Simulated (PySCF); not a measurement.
## Orbital energies, ionisation energy and electron affinity

In(H2S)H3.
Cartesian coordinates in Å at the PBE0-D3(BJ)/def2-SVP level; atoms count from 1:
```xyz
7
H5InS angstrom
In     0.1266   -0.2092   -1.2242
S      0.1483   -0.2613    1.6578
H      0.5221    1.0282    1.8075
H     -1.1620    0.0343    1.8020
H      1.8575   -0.1855   -1.3650
H     -0.7462    1.2959   -1.3046
H     -0.7463   -1.7025   -1.3736
```

Level: CAM-B3LYP/def2-SVPD (PySCF). Frontier orbitals with their largest atomic shares (Löwdin; up to four atoms above 4 %):

```csv
orbital,ε (eV),main atoms
HOMO−3,-12.72,"S2 58 %, In1 12 %, H3 9 %, H4 9 %"
HOMO−2,-10.09,"S2 68 %, In1 13 %, H4 5 %, H3 5 %"
HOMO−1,-9.06,"In1 41 %, H7 29 %, H5 26 %"
HOMO,-9.00,?
LUMO,-0.11,"In1 36 %, S2 34 %, H4 8 %, H3 8 %"
LUMO+1,0.45,"In1 66 %, S2 16 %, H6 4 %"
LUMO+2,0.73,"S2 57 %, H4 17 %, H3 17 %, In1 8 %"
```

What vertical ionisation energy does ΔSCF give, and how far is −ε(HOMO) from it?

ΔSCF: 9.98 eV (963 kJ/mol; threshold wavelength 124 nm); ⟨S²⟩ of the doublet left behind is 0.766, against 0.75 for a pure doublet. −ε(HOMO) is 9.00 eV, 0.98 eV below it. For the exact functional −ε(HOMO) would equal the first vertical ionisation energy; CAM-B3LYP (range-separated hybrid) falls short of its own ΔSCF value by 10 %.

On which atoms does the HOMO lie?

In1 (indium bonded to S and 3 H) 41 %, H6 (hydrogen on indium) 36 %, H5 (hydrogen on indium) 12 %, H7 (hydrogen on indium) 8 %. The HOMO−1 lies 0.06 eV lower.

And the vertical electron affinity, the fundamental gap, Mulliken's electronegativity and the hardness (with the factor ½)?

EA = -0.53 eV by ΔSCF (−ε(LUMO) = 0.11 eV); a negative value means that the added electron isn't bound at this geometry and level, and the number then depends on the basis. IE − EA = 10.51 eV against an orbital gap of 8.89 eV; (IE + EA)/2 = 4.73 eV; (IE − EA)/2 = 5.25 eV. Parr's electrophilicity index (IE + EA)²/[8(IE − EA)] is 1.06 eV.

How many of the 10 lowest singlet excitations (vertical TDDFT, same level) lie below the ionisation energy?

All 10; they run from 5.79 to 7.74 eV.

With α = 68.1 au, estimate the like-pair dispersion coefficient by London's formula C6 = (3/4)α²I.

I = 0.3666 Eh, so C6 ≈ 1280 au, a rough estimate.

Isolated species at its PBE0-D3(BJ)/def2-SVP geometry, gas phase. Atoms past krypton carry effective core potentials; spin–orbit coupling is left out.
